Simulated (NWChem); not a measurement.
System: AlSiH$_{4}$OF; SMILES [OH][Al]([F])[SiH3]

Here is an NWChem input.

```
start job
memory heap 200 mb stack 900 mb global 1100 mb
geometry units angstroms noautoz
  Al     0.173299     0.487754    -0.121326
  F     -1.065644     1.474090    -0.693396
  O      1.643668     1.206591     0.379931
  H      1.811510     2.162480     0.355046
  Si    -0.090318    -1.925936     0.003703
  H      1.153412    -2.576794     0.545493
  H     -0.374145    -2.499427    -1.360645
  H     -1.247357    -2.286932     0.899148
end
basis spherical
  * library def2-svp
end
dft
  xc m06-2x
  iterations 150
  mulliken
end
task dft gradient
```

Excerpt of the output:

```
             Northwest Computational Chemistry Package (NWChem) 7.3.0
             --------------------------------------------------------

 CS  symmetry detected

                             Geometry "geometry" -> ""
                             -------------------------

 Output coordinates in angstroms (scale by  1.889725989 to convert to a.u.)

  No.       Tag          Charge          X              Y              Z
 ---- ---------------- ---------- -------------- -------------- --------------
    1 Al                  13.0000    -0.00164996     0.55149766     0.00000000
    2 F                    9.0000    -1.42735061     1.44731025     0.00000000
    3 O                    8.0000     1.49821304     1.37634988     0.00000000
    4 H                    1.0000     1.58057988     2.34368109     0.00000000
    5 Si                  14.0000    -0.03817889    -1.87948799     0.00000000
    6 H                    1.0000     1.35831162    -2.43969403     0.00000000
    7 H                    1.0000    -0.76124320    -2.39860802    -1.21596842
    8 H                    1.0000    -0.76124320    -2.39860802     1.21596842

 Effective nuclear repulsion energy (a.u.)     195.1960604727

      Symmetry information
      --------------------

 Group name             Cs
 Group number              2
 Group order               2
 No. of unique centers     7

                                 NWChem DFT Module
                                 -----------------

 Summary of "ao basis" -> "ao basis" (spherical)
 ------------------------------------------------------------------------------
       Tag                 Description            Shells   Functions and Types
 ---------------- ------------------------------  ------  ---------------------
 Al                         def2-svp                 8       18   4s3p1d
 F                          def2-svp                 6       14   3s2p1d
 O                          def2-svp                 6       14   3s2p1d
 H                          def2-svp                 3        5   2s1p
 Si                         def2-svp                 8       18   4s3p1d

      Symmetry analysis of basis
      --------------------------

        a'         59
        a"         25

            General Information
            -------------------
          SCF calculation type: DFT
          Wavefunction type:  closed shell.
          No. of atoms     :     8
          No. of electrons :    48
           Alpha electrons :    24
            Beta electrons :    24
          Charge           :     0
          Spin multiplicity:     1
          Use of symmetry is: on ; symmetry adaption is: on
          Maximum number of iterations: 150
          AO basis - number of functions:    84
                     number of shells:    40
          Convergence on energy requested:  1.00D-06
          Convergence on density requested:  1.00D-05
          Convergence on gradient requested:  5.00D-04

              XC Information
              --------------
                       M06-2X Method XC Functional
                     Hartree-Fock (Exact) Exchange  0.540
                        M06-2X Exchange Functional  1.000
                      M06-2X Correlation Potential  1.000

             Grid Information
             ----------------
          Grid used for XC integration:  medium
          Radial quadrature: Mura-Knowles
          Angular quadrature: Lebedev.
          Tag              B.-S. Rad. Rad. Pts. Rad. Cut. Ang. Pts.
          ---              ---------- --------- --------- ---------
          Al                  1.25       88          10.0       590
          F                   0.50       49          12.0       434
          O                   0.60       49          12.0       434
          H                   0.35       45          13.0       434
          Si                  1.10       88          11.0       590
          Grid pruning is: on
          Number of quadrature shells:   409
          Spatial weights used:  Erf1

      Superposition of Atomic Density Guess
      -------------------------------------

 Sum of atomic energies:        -706.51074282

      Non-variational initial energy
      ------------------------------

 Total energy =    -707.107685
 1-e energy   =   -1369.531703
 2-e energy   =     467.227957
 HOMO         =      -0.348479
 LUMO         =      -0.007584

      Symmetry analysis of molecular orbitals - initial
      -------------------------------------------------

  Numbering of irreducible representations:

     1 a'          2 a"

  Orbital symmetries:

     1 a'          2 a'          3 a'          4 a'          5 a'
     6 a'          7 a'          8 a"          9 a'         10 a'
    11 a'         12 a"         13 a'         14 a'         15 a'
    16 a'         17 a'         18 a'         19 a"         20 a'
    21 a"         22 a'         23 a"         24 a'         25 a'
    26 a"         27 a'         28 a'         29 a'         30 a"
    31 a'         32 a'         33 a'         34 a'

     ---------------------------------------------
      Total Density - Mulliken Population Analysis
     ---------------------------------------------

    Atom       Charge   Shell Charges
 -----------   ------   -------------------------------------------------------
    1 Al  13    11.73   2.00  1.99  0.79  0.17  5.93  0.47  0.21  0.18
    2 F    9     9.69   1.99  1.15  0.79  3.57  2.18  0.00
    3 O    8     8.90   1.99  1.11  0.64  3.14  2.01  0.00
    4 H    1     0.65   0.51  0.07  0.06
    5 Si  14    13.89   2.00  1.99  1.01  0.34  5.94  1.13  1.41  0.08
    6 H    1     1.05   0.68  0.36  0.01
    7 H    1     1.05   0.68  0.36  0.01
    8 H    1     1.05   0.68  0.36  0.01

   convergence    iter        energy       DeltaE   RMS-Dens  Diis-err
 ---------------- ----- ----------------- --------- --------- ---------
 d= 0,ls=0.0,diis     1   -708.9871543201 -9.04D+02  1.73D-02  9.82D-01
 d= 0,ls=0.0,diis     2   -708.9711310605  1.60D-02  8.07D-03  1.52D+00
 d= 0,ls=0.0,diis     3   -709.1074930647 -1.36D-01  1.07D-03  4.77D-03
 d= 0,ls=0.0,diis     4   -709.1080441544 -5.51D-04  3.43D-04  1.53D-03
 d= 0,ls=0.0,diis     5   -709.1081884031 -1.44D-04  1.28D-04  2.01D-04
  Resetting Diis
 d= 0,ls=0.0,diis     6   -709.1082082839 -1.99D-05  3.73D-05  6.02D-06
 d= 0,ls=0.0,diis     7   -709.1082092462 -9.62D-07  8.73D-06  1.60D-07

         Total DFT energy =     -709.108209246246
      One electron energy =    -1373.228193515374
           Coulomb energy =      529.020398092698
    Exchange-Corr. energy =      -60.096474296309
 Nuclear repulsion energy =      195.196060472739

 Numeric. integr. density =       47.999998334852

                  Occupations of the irreducible representations
                  ----------------------------------------------

                     irrep           alpha         beta
                     --------     --------     --------
                     a'               19.0         19.0
                     a"                5.0          5.0

                       DFT Final Molecular Orbital Analysis
                       ------------------------------------

 Vector   22  Occ=2.000000D+00  E=-4.063866D-01  Symmetry=a'
              MO Center=  4.4D-01, -2.1D+00, -6.4D-15, r^2= 2.6D+00
   Bfn.  Coefficient  Atom+Function         Bfn.  Coefficient  Atom+Function
  ----- ------------  ---------------      ----- ------------  ---------------
    70      0.361703  6 H  s                 59      0.294141  5 Si px
    62      0.235786  5 Si px                71      0.188288  6 H  s
    75     -0.183882  7 H  s                 80     -0.183882  8 H  s
    56     -0.165576  5 Si px                76     -0.101250  7 H  s
    81     -0.101250  8 H  s                 36     -0.088352  3 O  px

 Vector   23  Occ=2.000000D+00  E=-4.020343D-01  Symmetry=a"
              MO Center=  9.8D-01,  5.7D-01, -4.0D-14, r^2= 4.0D+00
   Bfn.  Coefficient  Atom+Function         Bfn.  Coefficient  Atom+Function
  ----- ------------  ---------------      ----- ------------  ---------------
    38      0.529424  3 O  pz                41      0.411795  3 O  pz
    75      0.150145  7 H  s                 80     -0.150145  8 H  s
    61     -0.135798  5 Si pz                64     -0.125011  5 Si pz
    13      0.088930  1 Al pz                76      0.083882  7 H  s
    81     -0.083882  8 H  s                 58      0.077428  5 Si pz

 Vector   24  Occ=2.000000D+00  E=-3.461828D-01  Symmetry=a'
              MO Center= -3.3D-02, -9.8D-01, -3.5D-15, r^2= 2.8D+00
   Bfn.  Coefficient  Atom+Function         Bfn.  Coefficient  Atom+Function
  ----- ------------  ---------------      ----- ------------  ---------------
    63      0.317654  5 Si py                60      0.309104  5 Si py
     3      0.307421  1 Al s                  9     -0.234067  1 Al py
    55      0.178869  5 Si s                  2      0.173260  1 Al s
    57     -0.167979  5 Si py                23     -0.140457  2 F  py
     6      0.127092  1 Al py                75     -0.118299  7 H  s

[...]

                         DFT ENERGY GRADIENTS

    atom               coordinates                        gradient
                 x          y          z           x          y          z
   1 Al     -0.003118   1.042179   0.000000   -0.000079  -0.007897   0.000000
   2 F      -2.697302   2.735020   0.000000   -0.011301   0.006129   0.000000
   3 O       2.831212   2.600924   0.000000    0.010585  -0.006253   0.000000
   4 H       2.986863   4.428915   0.000000    0.000217   0.010239   0.000000
   5 Si     -0.072148  -3.551717   0.000000    0.001114   0.004481   0.000000
   6 H       2.566837  -4.610353   0.000000    0.005194  -0.002469   0.000000
   7 H      -1.438541  -4.532712  -2.297847   -0.002865  -0.002115  -0.004631
   8 H      -1.438541  -4.532712   2.297847   -0.002865  -0.002115   0.004631
```

Level: M06-2X/def2-SVP. Geometry: optimised at PBE-D3(BJ)/def2-SVP.
